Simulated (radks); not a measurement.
The holmium ion Ho3.5+, configuration [Kr] 4d10 4f(up 5, down 5) 5s2 5p(up 3, down 2.5) (fractional occupations, a model configuration). Method: scalar-relativistic Kohn-Sham, r2SCAN, spin-polarised, spherical densities, finite nucleus; meta-GGA in the generalised Kohn-Sham scheme; Fermi nuclear charge, rms radius 5.2022 fm; computed with a radial shooting solver on a logarithmic mesh with Libxc functionals.

Radial electron density D(r) = 4 pi r^2 rho(r):

```
   r/bohr * D(r) (the largest magnitude, 120, reaches the edge; | marks zero)
 0.001719 |    *
 0.002256 |       *
 0.002985 |           *
 0.003949 |                *
 0.005184 |                      *
 0.006859 |                             *
 0.009003 |                                   *
  0.01191 |                                       *
  0.01576 |                                        *
  0.02069 |                                     *
  0.02737 |                                   *
  0.03593 |                                       *
  0.04754 |                                                *
   0.0629 |                                                      *
  0.08256 |                                                 *
   0.1092 |                                         *
   0.1434 |                                            *
   0.1897 |                                                *
    0.251 |                                 *
   0.3295 |                     *
    0.436 |                        *
   0.5722 |                       *
   0.7571 |            *
    1.002 |      *
    1.315 |    *
     1.74 | *
    2.284 |*
    3.022 *
    3.998 *
```

D(r) has 4 maxima, at r = 0.0142, 0.0639, 0.178, 0.484 bohr, and minima at 0.0274, 0.116, 0.346 bohr, inside which lie 1.93, 11.12, 29.52 electrons.
